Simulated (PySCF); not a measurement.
A homologous series of growing length: n-germane methyl/methyl. Gas-phase values, no solvent. One relaxed conformer stands for each flexible species; it need not be the lowest. Strings in code marks are SMILES.

Level of theory: PBE0-D4/def2-TZVP // PBE0-D3(BJ)/def2-SVP (PySCF 2.14.0). 

```
n                                                                            species  HOMO (eV)
-  ---------------------------------------------------------------------------------  ---------
2                                  `[CH3][GeH2][GeH2][CH3]` (C–Ge–Ge–C torsion 179°)      -7.59
3  `[CH3][GeH2][GeH2][GeH2][CH3]` (C–Ge–Ge–Ge torsion 180°, Ge–Ge–Ge–C torsion 180°)      -7.37
4                                               `[CH3][GeH2][GeH2][GeH2][GeH2][CH3]`      -7.16
5                                         `[CH3][GeH2][GeH2][GeH2][GeH2][GeH2][CH3]`      -7.01
6                                   `[CH3][GeH2][GeH2][GeH2][GeH2][GeH2][GeH2][CH3]`      -6.91
```

Problem. Fit the HOMO to a + b/n by least squares and give the limit of the infinite chain.

Solution. a = -6.62 eV and b = -2.03 eV, with a largest residual of 0.07 eV. The limit a is a rough one, since such series level off at large n.
